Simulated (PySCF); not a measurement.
Species: C5H10GeN2Si.
Atom-mapped SMILES: `[SiH3:1][NH:2][GeH2:3][c:4]1[cH:5][cH:6][n:7][cH:8][cH:9]1` (hydrogens: H10, H11, H12 on Si1; H13 on N2; H14, H15 on Ge3; H16 on C5; H17 on C6; H18 on C8; H19 on C9)

Structure used (PBE0-D3(BJ)/def2-SVP), in Å, numbered top down from 1:
```xyz
19
C5H10GeN2Si angstrom
Si     2.4397   -1.0020    1.1448
N      1.4280    0.4053    1.2507
Ge     0.5206    1.1925   -0.1422
C     -0.9679    0.0713   -0.7304
C     -0.7637   -0.9831   -1.6272
C     -1.8406   -1.7998   -1.9733
N     -3.0715   -1.6331   -1.4970
C     -3.2718   -0.6297   -0.6471
C     -2.2644    0.2432   -0.2345
H      1.7477   -2.2861    1.4915
H      2.8988   -1.0931   -0.2752
H      3.6250   -0.8802    2.0499
H      1.0930    0.6703    2.1724
H      1.5115    1.3516   -1.3074
H     -0.0247    2.5370    0.3709
H      0.2219   -1.1768   -2.0610
H     -1.6968   -2.6308   -2.6743
H     -4.2937   -0.5072   -0.2685
H     -2.5021    1.0491    0.4660
```

Computed with TDDFT CAM-B3LYP/def2-SVPD, vertical, gas phase, core orbitals frozen in the response (PySCF 2.14.0, density-fitted response routines). Relativistic effects, spin–orbit coupling among them, are left out although an element past zinc is present.

```tsv
state	E (eV)	λ (nm)	f	|μ| (D)	main configurations (H = HOMO, L = LUMO)
S1	4.77	260.0	0.0068	0.61	H→L (56%), H-2→L (34%)
S2	5.23	237.1	0.0000	0.04	H→L+1 (54%), H-2→L+1 (42%)
S3	5.45	227.7	0.041	1.41	H-1→L (73%), H-3→L+1 (18%)
S4	5.75	215.8	0.028	1.13	H-2→L (44%), H→L (32%), H→L+2 (9%)
S5	6.28	197.3	0.0015	0.25	H-1→L+1 (49%), H-3→L (42%)
S6	6.48	191.4	0.0030	0.35	H→L+2 (45%), H-2→L+2 (17%)
S7	6.73	184.3	0.011	0.64	H-2→L+1 (45%), H→L+1 (39%)
S8	7.04	176.1	0.585	4.68	H-3→L (28%), H-1→L+1 (27%), H→L+3 (17%)
S9	7.05	176.0	0.237	2.98	H→L+3 (37%), H-3→L (16%), H-1→L+1 (15%)
S10	7.22	171.8	0.245	2.99	H-3→L+1 (71%), H-1→L (19%)
```

Triplets, Tamm–Dancoff:

```tsv
state	E (eV)	λ (nm)	main configurations (H = HOMO, L = LUMO)
T1	4.12	301.2	H→L (47%), H-2→L (38%)
T2	4.19	295.8	H-1→L+1 (58%), H-3→L (28%)
T3	4.48	276.9	H-1→L (89%)
T4	4.91	252.3	H-3→L (48%), H-1→L+1 (35%)
```

The lowest singlet lies at 4.77 eV (260 nm, ultraviolet) and is weak; its leading configuration is HOMO→LUMO (56%). The strongest level in the table is S8 at 7.04 eV (176 nm, f = 0.585). S8/S9 lie within about 0.01 eV of each other. Löwdin shares by element: HOMO nitrogen 50%, carbon 7% or more, silicon 6% (atoms not listed hold the other 37%); LUMO carbon 42% or more, nitrogen 18% or more (atoms not listed hold the other 40%). The listed states span 2.45 eV, and the widest gap between neighbours is 0.54 eV (S4 to S5). Orbital energies (eV): HOMO-3 -9.70, HOMO-2 -9.04, HOMO-1 -8.98, HOMO -8.58, LUMO -0.21, LUMO+1 0.38, LUMO+2 0.84. Of the 10 states listed, 6 reach f = 0.01 and 1 stays under 0.0005. The vertical ionisation energy (ΔSCF) is 9.17 eV, 1.95 eV above S10. The window holds the lowest 10 singlets.

One conformer stands for the species.
